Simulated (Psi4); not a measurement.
HN (SMILES [NH]), triplet, geometry from GFN2-xTB. Base run: M06-2X/6-311G** (Psi4 1.11).

Geometry (Å):
```xyz
2

N      0.0000     0.0000    -0.1280
H      0.0000     0.0000     0.8957
```
Charge 0, spin multiplicity 3.
Orbitals are unrestricted.
All else is at Psi4's defaults (density fitting).
Base energy -55.20979 Eh.

Variants of this job, named by their change:

| change | ΔE vs base (mEh) | SCF cycles | grid points | basis functions |
|---|---|---|---|---|
| base | 0.000 | 8 | 44027 | 24 |
| df_basis_scf = cc-pvtz-jkfit | 0.000 | 8 | 44027 | 24 |
| dft_spherical_points = 194 | 0.030 | 8 | 28295 | 24 |
| dft_basis_tolerance = 1e-8 | 0.000 | 8 | 43465 | 24 |
| puream = true | 0.000 | 8 | 44027 | 24 |
| dft_pruning_scheme = treutler | 0.231 | 8 | 24757 | 24 |
| dft_spherical_points = 434 | -0.003 | 8 | 63235 | 24 |
| guess = gwh | 0.000 | 10 | 44027 | 24 |
| d_convergence = 1e-8 | 0.000 | 10 | 44027 | 24 |
| dft_spherical_points = 974 | -0.003 | 8 | 141969 | 24 |
| dft_spherical_points = 110 | -0.221 | 8 | 16019 | 24 |
| guess = core | 0.000 | 10 | 44027 | 24 |
| dft_nuclear_scheme = stratmann | -0.004 | 8 | 42238 | 24 |

Open shells are given as the SCF converged; they aren't shown to be the lowest states, and a large step between rows can be another state.
